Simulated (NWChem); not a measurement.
Isomers of C2H5BF2O, each optimised at PBE0/def2-SVP with NWChem, gas phase unless a solvent is named. Flexible species stand in one conformer each, which need not be the lowest. 

A: C(C)OB(F)F
B: OB(CF)CF
C: C[C@H](O)B(F)F
D: OCCB(F)F

### Question
Rank them by dipole (D), PBE0/def2-SVP, lowest first.

### Answer
D (1.60), A (2.42), B (2.64), C (2.74)
